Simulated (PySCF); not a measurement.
**The first ionisation energy along the 3d series**

Calculated with PySCF 2.14 from differences of total energies of unrestricted determinants, without spin-orbit coupling. Values in eV. The last column holds reference values (NIST; (s) semi-empirical, (t) theoretical, else measured). Unmarked ones compare directly (S terms, centres of terms, or small fine structure); those marked * lie between the lowest fine-structure levels and include a spin-orbit shift.

```json
{"element": "Sc (def2-TZVPPD, non-relativistic)", "configurations": "[Ar] 3d1 4s2 → [Ar] 3d1 4s1", "UHF": "5.366", "PBE": "n/a", "MP2 (valence and next inner shell)": "6.319", "SCS-MP2 (valence and next inner shell)": "6.395", "CCSD (valence and next inner shell)": "6.418", "CCSD (valence)": "6.323", "reference": "6.562"}
{"element": "Ti (def2-TZVPPD, non-relativistic)", "configurations": "[Ar] 3d2 4s2 → [Ar] 3d2 4s1", "UHF": "5.528", "PBE": "6.662", "MP2 (valence and next inner shell)": "6.518", "SCS-MP2 (valence and next inner shell)": "6.604", "CCSD (valence and next inner shell)": "6.638", "CCSD (valence)": "6.572", "reference": "6.828"}
{"element": "V (def2-TZVPPD, non-relativistic)", "configurations": "[Ar] 3d3 4s2 → [Ar] 3d4", "UHF": "5.911", "PBE": "6.119", "MP2 (valence and next inner shell)": "6.045", "SCS-MP2 (valence and next inner shell)": "6.490", "CCSD (valence and next inner shell)": "6.434", "CCSD (valence)": "6.499", "reference": "6.732"}
{"element": "Mn (def2-TZVPPD, non-relativistic)", "configurations": "[Ar] 3d5 4s2 → [Ar] 3d5 4s1", "UHF": "5.978", "PBE": "7.204", "MP2 (valence and next inner shell)": "6.999", "SCS-MP2 (valence and next inner shell)": "7.099", "CCSD (valence and next inner shell)": "7.137", "CCSD (valence)": "7.133", "reference": "7.434"}
{"element": "Fe (def2-TZVPPD, non-relativistic)", "configurations": "[Ar] 3d6 4s2 → [Ar] 3d6 4s1", "UHF": "6.368", "PBE": "7.760", "MP2 (valence and next inner shell)": "7.450", "SCS-MP2 (valence and next inner shell)": "7.535", "CCSD (valence and next inner shell)": "7.565", "CCSD (valence)": "7.561", "reference": "7.904"}
{"element": "Co (def2-TZVPPD, non-relativistic)", "configurations": "[Ar] 3d7 4s2 → [Ar] 3d8", "UHF": "7.845", "PBE": "7.288", "MP2 (valence and next inner shell)": "6.513", "SCS-MP2 (valence and next inner shell)": "6.673", "CCSD (valence and next inner shell)": "7.447", "CCSD (valence)": "7.534", "reference": "7.869"}
{"element": "Ni (def2-TZVPPD, non-relativistic)", "configurations": "[Ar] 3d8 4s2 → [Ar] 3d9", "UHF": "7.715", "PBE": "7.140", "MP2 (valence and next inner shell)": "5.892", "SCS-MP2 (valence and next inner shell)": "6.225", "CCSD (valence and next inner shell)": "7.090", "CCSD (valence)": "7.233", "reference": "7.640 *"}
{"element": "Cu (def2-TZVPPD, non-relativistic)", "configurations": "[Ar] 3d10 4s1 → [Ar] 3d10", "UHF": "6.441", "PBE": "8.160", "MP2 (valence and next inner shell)": "7.370", "SCS-MP2 (valence and next inner shell)": "7.204", "CCSD (valence and next inner shell)": "7.181", "CCSD (valence)": "7.167", "reference": "7.726"}
{"element": "Zn (def2-TZVPPD, non-relativistic)", "configurations": "[Ar] 3d10 4s2 → [Ar] 3d10 4s1", "UHF": "7.636", "PBE": "9.403", "MP2 (valence and next inner shell)": "8.875", "SCS-MP2 (valence and next inner shell)": "8.877", "CCSD (valence and next inner shell)": "8.898", "CCSD (valence)": "8.907", "reference": "9.394"}
```

Fill in the row of Cr (def2-TZVPPD, non-relativistic) ([Ar] 3d5 4s1 → [Ar] 3d5).

UHF 5.915; PBE 7.266; MP2 (valence and next inner shell) 6.611; SCS-MP2 (valence and next inner shell) 6.298; CCSD (valence and next inner shell) 6.542; CCSD (valence) 6.384; reference 6.767 (eV).

"Valence" correlates the outer s and p shells and, in groups 3 to 12 and the f block, the outer d or f shell, open or full, or the next shell where the ion has no valence electron left; the wider scheme adds the next inner shell.
